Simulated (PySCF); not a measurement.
Zn(Br)(SiH3) (BrH3SiZn), SMILES [Br][Zn][SiH3].

The structure is a stationary point at PBE0-D3(BJ)/def2-SVP. The structure was generated by enumeration; whether it is a known compound was not checked.

All values below come from PBE0-D3(BJ)/def2-SVP (PySCF 2.14.0).

Frequencies are harmonic and unscaled.

Modes within 1.5 cm⁻¹ of each other (mostly degenerate sets) share a row, with their intensities summed.

Problem. Estimate the vibrational spectrum. (An estimate is asked for; the answer gives what the named calculation found.)

Solution. 
```
mode   ν (cm⁻¹)  IR (km/mol)  moving atoms (share of kinetic energy)
-----  --------  -----------  --------------------------------------
1–2          75         11.0        Zn 57 %, Si 21 %, Br 13 %, H 9 %
3           243         11.7                        Si 47 %, Br 43 %
4           382         32.7               Zn 58 %, Si 26 %, Br 12 %
5–6         456          6.5                         H 88 %, Si 10 %
7           854        270.3                          H 91 %, Si 9 %
8–9         930         69.6                                  H 98 %
10         2213         62.4                                  H 99 %
11–12      2225        166.2                                  H 96 %
```
